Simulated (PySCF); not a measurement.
**Broadened absorption spectrum of C7H10GeS**

Compound: C7H10GeS.
Z-matrix (Å and degrees, PBE0-D3(BJ)/def2-SVP geometry), rows numbered from 1:
```
C 
C   1  1.3715
S   2  1.7144  1  111.34
C   3  1.7265  2   92.81  1    -0.04
Ge  4  1.9330  3  121.34  2  -179.84
C   5  1.9782  4  118.59  3    48.16
C   6  1.5489  5   88.45  4  -129.65
C   7  1.5489  6  102.59  5    19.23
C   4  1.3790  3  110.07  2     0.03
H   1  1.0912  2  123.37  3  -179.93
H   2  1.0896  1  128.09  3   179.88
H   5  1.5410  4  107.31  3  -175.83
H   6  1.0988  5  120.77  4   110.18
H   6  1.1018  5  109.28  4   -16.49
H   7  1.1021  6  109.68  5   -97.19
H   7  1.1033  6  114.20  5   143.38
H   8  1.0988  5  120.59  4  -109.99
H   8  1.1019  5  109.53  4    16.68
H   9  1.0920  1  123.75  2  -179.87
```

Theory: PySCF, TDDFT CAM-B3LYP/def2-SVPD, vertical, gas phase, core orbitals frozen in the response. The CAM-B3LYP/def2-SVPD calculation is non-relativistic and has no spin–orbit coupling, an omission that weighs most on germanium.

Computed states:

```
state  E (eV)       f
   S1    5.43   0.240
   S2    5.72   0.089
   S3    6.38  0.0042
   S4    6.50  0.0021
   S5    6.57  0.0053
   S6    6.61  0.0001
   S7    6.83  0.0079
   S8    6.94   0.157
   S9    7.03  0.0007
  S10    7.13  0.0023
```

Broadening: Gaussians 0.3 eV wide at half height, area fixed by f = 4.319×10⁻⁹ ∫ε dν̃. The width is an assumption, not a result. The curve ends short of the highest state used, and states not computed would add to its high-energy end.

**Question.** Give the broadened spectrum and its maxima.

**Answer.** 
(λ (nm), ε (L mol⁻¹ cm⁻¹)): (189.9, 955), (191.0, 897), (192.1, 839), (193.2, 764), (194.2, 681), (195.3, 576), (196.4, 467), (197.5, 361), (198.5, 274), (199.6, 195), (200.7, 139), (201.8, 112), (202.8, 122), (203.9, 184), (205.0, 325), (206.1, 582), (207.1, 949), (208.2, 1534), (209.3, 2328), (210.4, 3323), (211.4, 4362), (212.5, 5578), (213.6, 6776), (214.7, 7867), (215.7, 8724), (216.8, 9530), (217.9, 10266), (219.0, 11058), (220.0, 11941), (221.1, 13187), (222.2, 14747), (223.3, 16549), (224.4, 18423), (225.4, 19988), (226.5, 21322), (227.6, 22036), (228.7, 21990), (229.7, 21258), (230.8, 19761), (231.9, 17693), (233.0, 15262), (234.0, 12927), (235.1, 10407), (236.2, 8090), (237.3, 6077), (238.3, 4553), (239.4, 3213), (240.5, 2197), (241.6, 1457), (242.6, 977), (243.7, 613), (244.8, 374), (245.9, 222), (246.9, 135), (248.0, 76), (249.1, 42)

Maxima: 228 nm (5.44 eV), ε about 22000, made up of S1 (97%) (ε in L mol⁻¹ cm⁻¹; maxima over ε = 5, shares over 10%). At its high-energy end, 6.53 eV, the curve is still rising (ε about 960, from S3, S4 and S5).

**Question.** On this curve, what absorbance would a 10⁻⁵ mol/L sample give at 248 nm over a 1 cm path?

**Answer.** 248 nm is 4.999 eV, where ε is about 76 L mol⁻¹ cm⁻¹, so A = ε c l ≈ 0.00076 (Beer–Lambert, with the gas-phase spectrum and the assumed width).

**Question.** Coming from long wavelengths, where does ε first pass 100 L mol⁻¹ cm⁻¹?

**Answer.** At about 247 nm (5.01 eV), 0.42 eV below S1.

**Question.** What would ε be at 5.44 eV, the highest of these maxima, with half the width (0.15 eV)?

**Answer.** About 42300 L mol⁻¹ cm⁻¹ against 22100, a factor of about 1.9; a lone state at its own centre would give exactly 2.

The vertical ionisation energy (ΔSCF) is 8.54 eV, 1.41 eV above S10.

One conformer stands for the species.
